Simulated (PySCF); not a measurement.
Bond stretch in CF, doublet.

Calculation: CCSD(T) on UHF/cc-pVDZ, 2 core orbitals frozen run with PySCF.

Relative to R = 1.30 Å, what are the energies at R = 1.14, 1.18, 1.39, 1.73 Å?

17.4 kcal/mol at 1.14 Å, 8.5 kcal/mol at 1.18 Å, 4.0 kcal/mol at 1.39 Å, 43.2 kcal/mol at 1.73 Å.

The scan ran from 1.01 to 5.04 Å; beyond the distances shown one of the unrestricted levels run for this scan, shown here or not, changes its spin distribution in one step.
